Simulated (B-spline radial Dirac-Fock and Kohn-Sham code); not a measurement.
ΔSCF core binding energies without Breit or QED terms, calculated with a radial atomic solver.

A sound run for neutral praseodymium, [Xe] 4f3 6s2: The ground state converged in 13 iterations, with total energy -9238.15132 Ha, virial ratio 1.92982 and highest orbital energy -4.67 eV. ΔSCF binding energies: K (1s) 42155.9 eV, L3 (2p3/2) 5979.3 eV, M5 (3d5/2) 934.0 eV.

A second run, with one unsound setting: The ground state converged in 11 iterations, with total energy -7891.65685 Ha, virial ratio 2.33378 and highest orbital energy -4.17 eV. ΔSCF binding energies: K (1s) 42403.5 eV, L3 (2p3/2) 5850.6 eV, M5 (3d5/2) 1298.4 eV.

```
iter   energy (Ha)        error
   1    -7741.12681143  1.08e+01
   2    -7876.10732138  2.80e+00
   3    -7890.09089881  9.17e-01
   4    -7891.42420036  2.80e-01
   5    -7891.63672907  1.17e-01
   6    -7891.65523087  9.27e-03
   7    -7891.65665481  2.91e-03
   8    -7891.65684670  2.65e-04
   9    -7891.65684966  3.75e-05
  11    -7891.65684974  3.41e-07
```

Question: Which fault fits the second run best?
A. damping too heavy
B. unbound anion
C. mesh too coarse
D. speed of light below Z

Answer: C. The input had h = 2.0: h is too large to resolve the orbitals.
